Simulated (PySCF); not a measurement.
**`C[C@H]1CO[Si@@H](Cl)O1`, C3H7ClO2Si**

Molfile (atoms numbered from 1):
```
C3H7ClO2Si
     RDKit          3D

 14 14  0  0  0  0  0  0  0  0999 V2000
   -1.5402    0.0724   -0.8033 C   0  0  0  0  0  0  0  0  0  0  0  0
   -0.6845   -0.1302    0.4396 C   0  0  1  0  0  0  0  0  0  0  0  0
    0.4044   -1.2087    0.2239 C   0  0  0  0  0  0  0  0  0  0  0  0
    1.5987   -0.5559   -0.1098 O   0  0  0  0  0  0  0  0  0  0  0  0
    1.5800    1.0000    0.3953 Si  0  0  1  0  0  4  0  0  0  0  0  0
    2.1547    2.2176   -1.0679 Cl  0  0  0  0  0  0  0  0  0  0  0  0
   -0.0111    1.0675    0.7538 O   0  0  0  0  0  0  0  0  0  0  0  0
   -2.1456   -0.8097   -0.9931 H   0  0  0  0  0  0  0  0  0  0  0  0
   -0.8986    0.2646   -1.6605 H   0  0  0  0  0  0  0  0  0  0  0  0
   -2.1928    0.9297   -0.6595 H   0  0  0  0  0  0  0  0  0  0  0  0
   -1.3150   -0.3859    1.2979 H   0  0  0  0  0  0  0  0  0  0  0  0
    0.5631   -1.7829    1.1418 H   0  0  0  0  0  0  0  0  0  0  0  0
    0.1422   -1.8896   -0.5879 H   0  0  0  0  0  0  0  0  0  0  0  0
    2.3439    1.2106    1.6076 H   0  0  0  0  0  0  0  0  0  0  0  0
  1  2  1  0
  2  3  1  0
  3  4  1  0
  4  5  1  0
  5  6  1  0
  5  7  1  0
  7  2  1  0
  1  8  1  0
  1  9  1  0
  1 10  1  0
  2 11  1  1
  3 12  1  0
  3 13  1  0
  5 14  1  1
M  END
```

Theory: TDDFT PBE0/def2-SVPD circular dichroism and optical rotation, one conformer, gas phase in PySCF 2.14.0. Geometry: GFN2-xTB.

States above about 8.2 eV (minus the energy of the highest occupied orbital) lie near or above the ionisation threshold and depend on the basis. Singlets 6 and 7 lie within 0.01 eV of each other, so their separate moments and overlaps can depend on how they mix.

Problem. Assign R or S to each stereocentre.

Solution. C2 S, Si5 R.

Problem. Which excitations and rotatory strengths does the calculation give?

Solution. Rotatory strengths R in 10⁻⁴⁰ esu² cm², velocity form and length form (origin at the centre of mass); f in length form.
```csv
state,E (eV),λ (nm),f,R (velocity),R (length),main
1,7.52,165,0.004,-9.1,-8.5,"HOMO→LUMO 0.87, HOMO→LUMO+1 0.11"
2,7.61,163,0.020,-2.4,-2.5,"HOMO→LUMO+1 0.81, HOMO→LUMO 0.10"
3,7.79,159,0.003,-3.7,-4.1,"HOMO→LUMO+2 0.70, HOMO−1→LUMO+1 0.16"
4,8.07,154,0.023,-55.4,-53.4,"HOMO−1→LUMO+1 0.49, HOMO−1→LUMO 0.31"
5,8.13,152,0.036,+62.1,+60.0,"HOMO−1→LUMO 0.60, HOMO−1→LUMO+1 0.25"
6,8.40,148,0.026,+29.1,+29.2,"HOMO−2→LUMO+1 0.39, HOMO−2→LUMO 0.38"
7,8.40,148,0.016,-15.4,-14.9,"HOMO→LUMO+3 0.72, HOMO→LUMO+6 0.11"
8,8.44,147,0.040,-12.6,-14.0,"HOMO−1→LUMO+2 0.68, HOMO−2→LUMO+1 0.12"
9,8.46,147,0.015,-15.6,-15.1,"HOMO−2→LUMO 0.49, HOMO−2→LUMO+1 0.37"
10,8.64,143,0.017,+18.1,+18.4,HOMO−2→LUMO+2 0.81
11,8.67,143,0.004,+9.2,+9.3,"HOMO→LUMO+5 0.65, HOMO→LUMO+4 0.17"
12,8.72,142,0.004,-2.8,-3.3,"HOMO→LUMO+4 0.39, HOMO→LUMO+5 0.26"
```

Among the states computed, the strongest CD band (largest |R|) is state 5. The largest dissymmetry factor in size, g = 4R/(D+G), with D and G the electric and magnetic dipole strengths, is +0.03 for state 11 (velocity form, f = 0.004), among bands with |R| over 0.5. The mirror image has the same energies and oscillator strengths and all R with the opposite sign.
